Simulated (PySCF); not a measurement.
First SCF of a structure search on triplet Hg2H2, at a hand-made linear X-M-M-X geometry. PySCF input:

```python
from pyscf import gto, scf, dft
mol = gto.M(atom='''
Hg     0.000000     0.000000     1.330000
Hg     0.000000     0.000000    -1.330000
H      0.000000     0.000000     2.980000
H      0.000000     0.000000    -2.980000''',
    basis={'Hg': 'def2-TZVP', 'H': 'def2-TZVP'},
    ecp={'Hg': 'def2-TZVP'},
    charge=0, spin=2)
mf = dft.UKS(mol, xc='PBE0')
mf.grids.atom_grid = (50, 194)
aux = {'Hg': 'def2-universal-JKFIT', 'H': 'def2-universal-JKFIT'}
mf = mf.density_fit(auxbasis=aux)
mf.conv_tol = 1e-08
mf.diis_space = 10
mf.max_cycle = 60
mf.init_guess = 'minao'
mf.verbose = 4
mf.kernel()
```

Excerpt of the output (cycles alone):

```
init E= -270.334381887342
cycle= 1 E= -306.303478307748  delta_E=  -36  |g|= 2.14  |ddm|= 10.3
cycle= 2 E= -292.264128706451  delta_E=   14  |g|= 5.82  |ddm|= 25.6
cycle= 3 E= -307.997620211035  delta_E= -15.7  |g|= 0.165  |ddm|= 25.2
cycle= 4 E= -308.020258063514  delta_E= -0.0226  |g|= 0.0982  |ddm|= 0.698
cycle= 5 E= -308.024814054273  delta_E= -0.00456  |g|= 0.0244  |ddm|= 0.107
cycle= 6 E= -308.025014484004  delta_E= -0.0002  |g|= 0.00936  |ddm|= 0.0257
cycle= 7 E= -308.02504937988  delta_E= -3.49e-05  |g|= 0.00268  |ddm|= 0.0114
cycle= 8 E= -308.025053151906  delta_E= -3.77e-06  |g|= 0.00023  |ddm|= 0.00365
cycle= 9 E= -308.025053309652  delta_E= -1.58e-07  |g|= 0.000104  |ddm|= 0.00106
cycle= 10 E= -308.025053322909  delta_E= -1.33e-08  |g|= 3.03e-05  |ddm|= 0.000303
cycle= 11 E= -308.025053324406  delta_E= -1.5e-09  |g|= 3.35e-06  |ddm|= 0.000143
Extra cycle  E= -308.025053324435  delta_E= -2.93e-11  |g|= 1.86e-06  |ddm|= 1.26e-05
converged SCF energy = -308.025053324435  <S^2> = 2.012582  2S+1 = 3.0083763
```

No lower solution of this spin was found from smeared starts or by a stability analysis within the unrestricted form.

With an element this heavy the missing spin–orbit coupling can shift these numbers.

The search for the lowest solution, 3 starts and the stability check together, took 16 s on 2 threads of a shared Arm Neoverse V1 host, with 98 basis functions; the process peaked at 0.47 GiB. Launch command: `OMP_NUM_THREADS=2 python axn.py task.json out`.
